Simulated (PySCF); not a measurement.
A structure optimised at B3LYP-D3(BJ)/def2-SVP, used in a PySCF frequency run:

```
Ga
N 1 1.8243
H 2 1.0147 1 124.34
H 2 1.0150 3 111.25 1 180.00
H 1 1.5700 2 115.50 3 0.00
C 1 1.9753 5 126.40 2 180.00
H 6 1.1007 1 111.74 5 180.00
H 6 1.1021 7 108.50 1 -121.90
H 6 1.1021 7 108.50 8 -116.20
```

Write its SMILES, formula and point group.

[CH3][GaH][NH2], CH6GaN, Cs

What are its rotational constants (standard atomic weights)?

17.065, 5.4755, 4.2562 GHz
